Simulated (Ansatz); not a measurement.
Molecule: SiN, charge 0, multiplicity 2. 
Coordinates optimised at B3LYP-D3(BJ)/def2-TZVP (Ansatz, a quantum-chemistry and plane-wave program):
SMILES: [Si]#N
```xyz
2

Si     0.0000     0.0000    -0.5225
N      0.0000     0.0000     1.0450
```
Charge 0, spin multiplicity 2.

Atomisation energy built up term by term with Ansatz (kcal/mol; UHF references for open shells; valence terms freeze the core; atomic spin-orbit terms are left out). CBS(X,Y): correlation extrapolated as X^-3; Hartree-Fock from the larger set.

The UHF reference is spin-contaminated (<S^2> 0.42 over the pure value in the largest basis). The T1 diagnostic of CCSD in the largest basis is 0.079, which is high, so the coupled-cluster rows are less sure than usual.

| term | basis | kcal/mol |
|---|---|---|
| Hartree-Fock | def2-QZVPPD | 30.76 |
| CCSD correlation | CBS(def2-TZVPPD,def2-QZVPPD) | 65.77 |
| (T) | CBS(def2-TZVPPD,def2-QZVPPD) | 8.83 |
| CCSDT - CCSD(T) | cc-pV(D+d)Z | 1.66 |
| (Q) | cc-pV(D+d)Z | 1.43 |
| core correlation | cc-pwCVTZ | 0.81 |
| scalar relativity (X2C) | cc-pVTZ-DK against cc-pVTZ | -0.18 |
| sum: De |  | 109.1 |

(T) makes 8.4 % of the CCSD(T) atomisation energy.
